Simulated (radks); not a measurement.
The numbers below are computed, except where a source is named.
Valence configurations of neutral lanthanum (all share [Xe]). Code: a radial shooting solver on a logarithmic mesh with Libxc functionals. Model: Dirac Kohn-Sham, BLYP, spin-unpolarised, spherical densities, finite nucleus; open shells are shared between the two j in proportion to 2j + 1; Fermi nuclear charge, rms radius 4.855 fm. Energies are relative to 5d1 6s2; eigenvalues in eV.

| valence | E (eV) | e(5d3/2) | e(5d5/2) | e(6p1/2) | e(6p3/2) | e(6s1/2) |
|---|---|---|---|---|---|---|
| 5d1 6s2 | 0.000 | -3.007 | -2.821 | - | - | -3.520 |
| 5d2 6s1 | 0.845 | -2.096 | -1.934 | - | - | -3.042 |
| 6s2 6p1 | 2.300 | - | - | -2.111 | -1.881 | -4.698 |
| 5d1.5 6s0.5 6p1 | 2.638 | -3.414 | -3.229 | -1.677 | -1.504 | -3.911 |
| 5d2 6p1 | 2.997 | -2.969 | -2.796 | -1.558 | -1.402 | - |

NIST lists [Xe] 5d1 6s2 as the ground configuration; this level of theory agrees among the configurations tried. The energies are those of spherical spin-averaged densities, not of single terms. No valid solution was reached for [Xe] 4f1 5d1 6s1; [Xe] 4f1 6s2; [Xe] 4f2 6s1; [Xe] 4f2 5d1; [Xe] 4f1 5d2.
